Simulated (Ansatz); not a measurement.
A nudged elastic band was laid between two geometries of CH10BNSSi2 (16 atoms, charge 0, multiplicity 1).

All numbers below come from RKS BHLYP-D4/6-31G* (Ansatz 0.2.0).

```json
{
  "movable images": "5",
  "climbing image": "yes",
  "spring": "5.0 eV/Å²",
  "optimiser": "quadratic models (default)",
  "start path": "through a guess of the saddle point",
  "force threshold": "0.05 eV/Å",
  "iteration limit": "58",
  "end points": "relaxed"
}
```

First end point:

```xyz
16
Properties=species:S:1:pos:R:3
C -1.404 -2.138 -1.878
S -1.019 -2.886 -0.258
Si -0.691 -1.123 0.919
Si 1.053 0.215 0.116
B 1.316 1.840 1.284
N 1.016 3.106 0.810
H -2.268 -1.485 -1.812
H -1.635 -2.953 -2.554
H -0.558 -1.587 -2.271
H -0.393 -1.628 2.276
H -1.942 -0.330 0.989
H 2.268 -0.632 0.051
H 0.720 0.604 -1.281
H 1.709 1.749 2.405
H 0.684 3.290 -0.118
H 1.120 3.936 1.365
```

Last end point:

```xyz
16
Properties=species:S:1:pos:R:3
C -1.443 -2.360 -1.807
S -0.716 -2.925 -0.230
Si -0.625 -1.065 0.834
Si 0.756 0.519 -0.197
B 0.660 2.300 0.747
N 1.739 2.768 1.477
H -2.411 -1.898 -1.648
H -1.574 -3.239 -2.427
H -0.787 -1.666 -2.319
H -0.107 -1.422 2.172
H -1.994 -0.521 1.000
H 2.134 -0.035 -0.198
H 0.332 0.630 -1.614
H -0.324 2.971 0.722
H 2.612 2.282 1.556
H 1.726 3.639 1.975
```

Problem. What changes between the two ends?

Solution. No bond is made or broken. The dihedral Si3–Si4–B5–N6 goes from -112 to 110°.

Problem. What energy profile does the band end with?

Solution. The run converged. The highest image is number 3 of 0 to 6, 0.060 eV above the first end and 0.067 eV above the last; the last end lies 0.007 eV below the first. A vibrational analysis at the climbing image gives one clearly imaginary mode, 79i cm⁻¹: a first-order saddle point.

```json
{"image": "0", "path coordinate (Å)": "0.00", "energy (eV)": "0.000", "dihedral Si3–Si4–B5–N6 (°)": "-112"}
{"image": "1", "path coordinate (Å)": "0.91", "energy (eV)": "0.010", "dihedral Si3–Si4–B5–N6 (°)": "-133"}
{"image": "2", "path coordinate (Å)": "1.83", "energy (eV)": "0.041", "dihedral Si3–Si4–B5–N6 (°)": "-156"}
{"image": "3", "path coordinate (Å)": "2.74", "energy (eV)": "0.060", "dihedral Si3–Si4–B5–N6 (°)": "-179"}
{"image": "4", "path coordinate (Å)": "3.70", "energy (eV)": "0.038", "dihedral Si3–Si4–B5–N6 (°)": "156"}
{"image": "5", "path coordinate (Å)": "4.66", "energy (eV)": "0.004", "dihedral Si3–Si4–B5–N6 (°)": "132"}
{"image": "6", "path coordinate (Å)": "5.62", "energy (eV)": "-0.007", "dihedral Si3–Si4–B5–N6 (°)": "110"}
```

Problem. What is the geometry of the highest image?

Solution. 
```xyz
16
Properties=species:S:1:pos:R:3
C -1.440 -2.274 -1.839
S -0.707 -3.019 -0.342
Si -0.585 -1.290 0.923
Si 0.777 0.398 0.057
B 0.809 2.061 1.221
N 1.556 3.167 0.856
H -2.400 -1.819 -1.619
H -1.591 -3.078 -2.550
H -0.779 -1.537 -2.279
H -0.050 -1.799 2.203
H -1.948 -0.760 1.171
H 2.140 -0.163 -0.120
H 0.295 0.726 -1.311
H 0.194 2.137 2.239
H 2.114 3.224 0.025
H 1.594 4.003 1.410
```

Problem. What are the harmonic wavenumbers there?

Solution. 79i, 32, 63, 69, 141, 148, 215, 261, 312, 438, 462, 533, 593, 613, 654, 711, 730, 746, 771, 863, 941, 960, 968, 976, 1034, 1049, 1197, 1404, 1451, 1562, 1566, 1742, 2262, 2277, 2284, 2320, 2692, 3166, 3252, 3263, 3696, 3787 cm⁻¹.

Run time: 10 min on 2 threads of Arm Neoverse V1, with other jobs on the host, peak memory 0.34 GiB.
